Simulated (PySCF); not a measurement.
C$_{2}$H$_{6}$AlCl, charge -1, doublet, at a GFN2-xTB geometry (such geometries of metal compounds can be far from the true shape) (a state made from the parent by changing its charge; the spin is typed, not shown lowest) (in this run its highest filled SCF level lies above zero, so its values depend strongly on the basis, on diffuse functions most of all), with bond 10-1 at 1.8 times its length; B3LYP/STO-3G (PySCF).

The PySCF input:
```python
from pyscf import gto, scf, dft

mol = gto.M(
    atom='''
Al    0.366959    0.428655    0.481648
C     1.956928   -0.657010   -0.326562
H     1.699182   -1.637459   -0.752958
H     2.724868   -0.854347    0.434322
H     2.469039   -0.109001   -1.130628
C    -0.552054   -0.901724    1.802776
H    -0.819631   -1.883132    1.384723
H    -1.482855   -0.494449    2.223290
H     0.096864   -1.110670    2.664672
Cl   -2.187504    0.702024   -2.496839
''',
    basis='sto-3g',
    charge=-1,
    spin=1,
    verbose=4,
)

mf = dft.UKS(mol)
mf.xc = 'b3lyp'
mf.kernel()
mo_i, mo_e, stable_i, stable_e = mf.stability(internal=True, external=False, return_status=True, nroots=6, tol=1e-6)
print('internally stable:', stable_i, ' externally stable:', stable_e)
if not stable_i:
    umf = mf.copy()
    umf.scf_summary = {}
    umf.kernel(umf.make_rdm1(mo_i, mf.mo_occ))
```

Question: What does PySCF print? Leave out banner, timings and long lists.

Answer: 
```
PySCF version 2.14.0

[INPUT] verbose = 4
[INPUT] num. atoms = 10
[INPUT] num. electrons = 49
[INPUT] charge = -1
[INPUT] spin (= nelec alpha-beta = 2S) = 1
[INPUT] symmetry False subgroup None
[INPUT] Mole.unit = angstrom
[INPUT] Symbol           X                Y                Z      unit          X                Y                Z       unit  Magmom
[INPUT]  1 Al     0.366959000000   0.428655000000   0.481648000000 AA    0.693452008944   0.810040551925   0.910182808445 Bohr   0.0
[INPUT]  2 C      1.956928000000  -0.657010000000  -0.326562000000 AA    3.698057965493  -1.241568961100  -0.617112742690 Bohr   0.0
[INPUT]  3 H      1.699182000000  -1.637459000000  -0.752958000000 AA    3.210988615791  -3.094349050204  -1.422884403300 Bohr   0.0
[INPUT]  4 H      2.724868000000  -0.854347000000   0.434322000000 AA    5.149254245591  -1.614481845344   0.820749629873 Bohr   0.0
[INPUT]  5 H      2.469039000000  -0.109001000000  -1.130628000000 AA    4.665807500870  -0.205982037304  -2.136577268765 Bohr   0.0
[INPUT]  6 C     -0.552054000000  -0.901724000000   1.802776000000 AA   -1.043230865971  -1.704011399947   3.406752903939 Bohr   0.0
[INPUT]  7 H     -0.819631000000  -1.883132000000   1.384723000000 AA   -1.548878113203  -3.558603736404   2.616747228386 Bohr   0.0
[INPUT]  8 H     -1.482855000000  -0.494449000000   2.223290000000 AA   -2.802189832442  -0.934373192565   4.201409195484 Bohr   0.0
[INPUT]  9 H      0.096864000000  -1.110670000000   2.664672000000 AA    0.183046431330  -2.098862114771   5.035500291797 Bohr   0.0
[INPUT] 10 Cl    -2.187504000000   0.702024000000  -2.496839000000 AA   -4.133783456391   1.326633092872  -4.718341887133 Bohr   0.0

nuclear repulsion = 148.199088653593
number of shells = 22
number of NR pGTOs = 102
number of NR cGTOs = 34
basis = sto-3g
ecp = {}

******** <class 'pyscf.dft.uks.UKS'> ********
method = UKS
initial guess = minao
damping factor = 0
level_shift factor = 0
DIIS = <class 'pyscf.scf.diis.CDIIS'>
diis_start_cycle = 1
diis_space = 8
diis_damp = 0
SCF conv_tol = 1e-09
SCF conv_tol_grad = None
SCF max_cycles = 50
direct_scf = True
direct_scf_tol = 1e-13
number electrons alpha = 25  beta = 24
XC library pyscf.dft.libxc version 7.1.2
    S. Lehtola, C. Steigemann, M. J. T. Oliveira, and M. A. L. Marques,  SoftwareX 7, 1–5 (2018)
XC functionals = b3lyp
    P. J. Stephens, F. J. Devlin, C. F. Chabalowski, and M. J. Frisch,  J. Phys. Chem. 98, 11623 (1994)
radial grids:
    Treutler-Ahlrichs [JCP 102, 346 (1995); DOI:10.1063/1.469408] (M4) radial grids

becke partition: Becke, JCP 88, 2547 (1988); DOI:10.1063/1.454033
pruning grids: <function nwchem_prune>
grids dens level: 3
symmetrized grids: False
atomic radii adjust function: <function treutler_atomic_radii_adjust>
small_rho_cutoff = 0
Set gradient conv threshold to 3.16228e-05
tot grids = 125144
init E= -772.650725688449

cycle= 1 E= -773.376631356929  delta_E= -0.726  |g|= 0.315  |ddm|= 2.47

cycle= 2 E= -773.16717826175  delta_E= 0.209  |g|= 0.361  |ddm|=    2
cycle= 3 E= -773.435972463058  delta_E= -0.269  |g|= 0.0985  |ddm|= 1.85
cycle= 4 E= -773.446397754287  delta_E= -0.0104  |g|= 0.0277  |ddm|= 0.205
cycle= 5 E= -773.442236070295  delta_E= 0.00416  |g|= 0.0622  |ddm|= 0.875
cycle= 6 E= -773.451453168847  delta_E= -0.00922  |g|= 0.0199  |ddm|= 0.268
cycle= 7 E= -773.452560118563  delta_E= -0.00111  |g|= 0.00103  |ddm|= 0.135
cycle= 8 E= -773.452561833487  delta_E= -1.71e-06  |g|= 0.00101  |ddm|= 0.0148
cycle= 9 E= -773.452565058753  delta_E= -3.23e-06  |g|= 0.00023  |ddm|= 0.00665
cycle= 10 E= -773.45256520932  delta_E= -1.51e-07  |g|= 7.85e-05  |ddm|= 0.00127
cycle= 11 E= -773.452565233525  delta_E= -2.42e-08  |g|= 8.47e-06  |ddm|= 0.000751
cycle= 12 E= -773.452565236267  delta_E= -2.74e-09  |g|= 7.75e-06  |ddm|= 0.000475
cycle= 13 E= -773.452565236889  delta_E= -6.22e-10  |g|= 2.4e-06  |ddm|= 0.00021
Extra cycle  E= -773.45256523693  delta_E= -4.16e-11  |g|= 2.79e-06  |ddm|= 4.65e-05
converged SCF energy = -773.45256523693  <S^2> = 0.75166828  2S+1 = 2.0016676
uhf_internal: lowest eigs of H = [0.03330932 0.03353182 0.18122458 0.25793797 0.26499084 0.26596658]
<class 'pyscf.dft.uks.UKS'> wavefunction is stable in the internal stability analysis
internally stable: True  externally stable: None
```
